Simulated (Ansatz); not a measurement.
Relaxation of the cluster Ag₃H₄ with UKS PBE0-D4/def2-TZVP.

```sh
$ ansatz run in.yaml --threads 4 --pin off --events-out ev --progress --plain --max-ram 3916MiB
```

```yaml
crystal:
  periodic: [false, false, false]
  atoms:
    - {symbol: Ag, position_ang: [1.040920, -0.200130, 0.027560]}
    - {symbol: Ag, position_ang: [-0.392720, 1.997710, 0.154290]}
    - {symbol: Ag, position_ang: [-1.708110, -0.356100, -0.059670]}
    - {symbol: H, position_ang: [1.990660, -1.390820, -0.067220]}
    - {symbol: H, position_ang: [2.304530, 0.637410, 0.044980]}
    - {symbol: H, position_ang: [-0.249410, -1.189780, 0.016820]}
    - {symbol: H, position_ang: [-2.985880, 0.501700, -0.116770]}
basis:
  gaussian: {orbitals: def2-TZVP}
magnetization: {spin_polarized: true, initial_magnetization: 1}
hamiltonian: {xc: pbe0, dispersion: d4}
scf: {lower_state_search: "off"}
output: {orbitals: {seedname: orbitals}}
relax: {f_tol: 0.02, max_steps: 100}
```

Hardware: 4 threads of Arm Neoverse N1 on a shared host. Wall time 88 s.

Positions (Å) and forces (eV/Å) at steps 1, 2, 3, 4, 5, 6, 7, 8, 9, 10, 11, 12, 13, 14 of 14:

```xyz
7
step=1 energy=-12061.9191 eV
Ag    1.041   -0.200    0.028   -0.620    0.502    0.053
Ag   -0.393    1.998    0.154   -0.270    0.421    0.012
Ag   -1.708   -0.356   -0.060    0.129   -0.323    0.010
H     1.991   -1.391   -0.067    0.943   -0.724   -0.056
H     2.305    0.637    0.045    1.220    0.640    0.006
H    -0.249   -1.190    0.017   -0.225   -1.391    0.017
H    -2.986    0.502   -0.117   -1.179    0.874   -0.043
7
step=2 energy=-12062.2755 eV
Ag    1.074   -0.235    0.028   -0.363    0.104    0.002
Ag   -0.478    2.030    0.145   -0.084   -0.095   -0.021
Ag   -1.791   -0.344   -0.058    0.292   -0.094    0.016
H     2.178   -1.374   -0.060    0.265    0.015    0.004
H     2.404    0.617    0.046    0.157    0.026    0.000
H    -0.287   -1.298    0.007   -0.122   -0.236   -0.009
H    -3.100    0.603   -0.109   -0.144    0.280    0.009
7
step=3 energy=-12062.3731 eV
Ag    1.006   -0.282    0.021    0.189   -0.174   -0.010
Ag   -0.533    2.010    0.127   -0.096   -0.070   -0.020
Ag   -1.795   -0.367   -0.057    0.032   -0.020    0.011
H     2.325   -1.247   -0.041   -0.084    0.316    0.020
H     2.357    0.574    0.045   -0.086   -0.138   -0.003
H    -0.334   -1.431   -0.009   -0.140    0.035   -0.015
H    -3.026    0.743   -0.085    0.185    0.052    0.017
7
step=4 energy=-12062.4800 eV
Ag    0.965   -0.336    0.018    0.018   -0.160   -0.014
Ag   -0.580    1.971    0.111   -0.136   -0.027   -0.018
Ag   -1.823   -0.404   -0.053    0.042    0.063    0.000
H     2.436   -1.087   -0.028   -0.087    0.492    0.025
H     2.328    0.496    0.043    0.094   -0.327   -0.008
H    -0.392   -1.487   -0.021   -0.113   -0.049   -0.005
H    -2.934    0.847   -0.070    0.182    0.010    0.021
7
step=5 energy=-12062.7660 eV
Ag    0.922   -0.364    0.015   -0.695   -0.182   -0.003
Ag   -0.622    1.965    0.102   -0.135    0.091   -0.009
Ag   -1.833   -0.413   -0.054    0.017   -0.024    0.004
H     2.492   -0.900   -0.018    0.201    1.126    0.053
H     2.358    0.350    0.040    0.607   -0.969   -0.045
H    -0.434   -1.531   -0.025   -0.107   -0.076   -0.012
H    -2.881    0.892   -0.060    0.113    0.034    0.012
7
step=6 energy=-12063.3608 eV
Ag    0.876   -0.376    0.016   -1.731   -0.246    0.001
Ag   -0.658    1.978    0.099   -0.148    0.165   -0.004
Ag   -1.843   -0.418   -0.053   -0.037   -0.043   -0.001
H     2.529   -0.709   -0.009    0.778    0.735    0.031
H     2.422    0.172    0.032    1.198   -0.518   -0.027
H    -0.467   -1.557   -0.029   -0.139   -0.130   -0.011
H    -2.860    0.911   -0.057    0.080    0.036    0.012
7
step=7 energy=-12062.4962 eV rejected
Ag    0.786   -0.391    0.018   -0.829   -0.043    0.015
Ag   -0.715    2.012    0.097   -0.161    0.059   -0.011
Ag   -1.863   -0.426   -0.053   -0.244   -0.043   -0.007
H     2.615   -0.545   -0.001    2.290  -12.999   -0.619
H     2.541    0.017    0.026   -0.997   13.099    0.620
H    -0.525   -1.602   -0.034   -0.121   -0.181   -0.013
H    -2.840    0.934   -0.053    0.063    0.107    0.014
7
step=8 energy=-12063.6016 eV
Ag    0.826   -0.397    0.017   -0.752   -0.074    0.000
Ag   -0.735    2.001    0.090   -0.125    0.017   -0.010
Ag   -1.870   -0.435   -0.052   -0.022   -0.062   -0.002
H     2.613   -0.666   -0.005    0.350    0.342    0.017
H     2.501    0.146    0.034    0.545   -0.256   -0.012
H    -0.523   -1.603   -0.038   -0.044   -0.079   -0.006
H    -2.813    0.953   -0.047    0.049    0.112    0.013
7
step=9 energy=-12063.7004 eV
Ag    0.770   -0.393    0.016   -0.219    0.043    0.005
Ag   -0.832    2.000    0.080   -0.107   -0.021   -0.009
Ag   -1.910   -0.465   -0.054   -0.045   -0.054    0.003
H     2.696   -0.638    0.000    0.254   -0.643   -0.029
H     2.589    0.116    0.036    0.113    0.653    0.032
H    -0.560   -1.637   -0.044   -0.063   -0.060   -0.010
H    -2.754    1.017   -0.034    0.068    0.082    0.008
7
step=10 energy=-12063.7263 eV
Ag    0.735   -0.354    0.035   -0.128    0.047   -0.023
Ag   -0.950    1.967    0.063    0.146    0.155    0.014
Ag   -1.952   -0.525   -0.043   -0.004   -0.037   -0.029
H     2.710   -0.646    0.013    0.174   -0.262   -0.008
H     2.667    0.122    0.025    0.013    0.201    0.014
H    -0.579   -1.665   -0.071   -0.018   -0.005    0.028
H    -2.631    1.102   -0.021   -0.183   -0.100    0.004
7
step=11 energy=-12063.7457 eV
Ag    0.737   -0.301   -0.019   -0.086    0.032    0.029
Ag   -0.991    2.008    0.062   -0.020   -0.037   -0.005
Ag   -1.960   -0.506   -0.081    0.035    0.039    0.087
H     2.798   -0.703    0.017    0.000    0.149    0.006
H     2.731    0.071    0.045    0.034   -0.165   -0.011
H    -0.574   -1.632   -0.030   -0.023    0.036   -0.063
H    -2.742    1.064    0.007    0.060   -0.052   -0.044
7
step=12 energy=-12063.7479 eV
Ag    0.733   -0.182   -0.010    0.017    0.017    0.002
Ag   -1.066    2.039    0.045   -0.004   -0.021   -0.003
Ag   -1.939   -0.519   -0.030    0.067   -0.038   -0.026
H     2.766   -0.778    0.022   -0.003   -0.068   -0.003
H     2.750   -0.011    0.047    0.092    0.095    0.003
H    -0.497   -1.572   -0.072   -0.101   -0.042    0.012
H    -2.747    1.023   -0.002   -0.068    0.057    0.015
7
step=13 energy=-12063.7537 eV
Ag    0.726   -0.206   -0.001   -0.009    0.006   -0.005
Ag   -1.066    2.029    0.044   -0.004   -0.009    0.001
Ag   -1.955   -0.516   -0.035    0.002    0.026   -0.018
H     2.804   -0.763    0.022   -0.003    0.029    0.000
H     2.800    0.006    0.044    0.011   -0.029    0.000
H    -0.544   -1.591   -0.073   -0.004   -0.008    0.014
H    -2.765    1.040   -0.001    0.006   -0.014    0.008
7
step=14 energy=-12063.7539 eV
Ag    0.725   -0.194   -0.006   -0.003    0.000    0.007
Ag   -1.078    2.033    0.051    0.002   -0.001   -0.002
Ag   -1.953   -0.512   -0.049   -0.003   -0.011    0.012
H     2.806   -0.770    0.017   -0.002   -0.001    0.000
H     2.818   -0.003    0.045    0.000    0.000   -0.002
H    -0.544   -1.588   -0.056    0.007    0.004   -0.011
H    -2.773    1.034   -0.002   -0.002    0.009   -0.006
```

In the def2 sets Ag takes a core potential; there is no spin–orbit coupling. The structure comes from a short search, and lower isomers may exist.
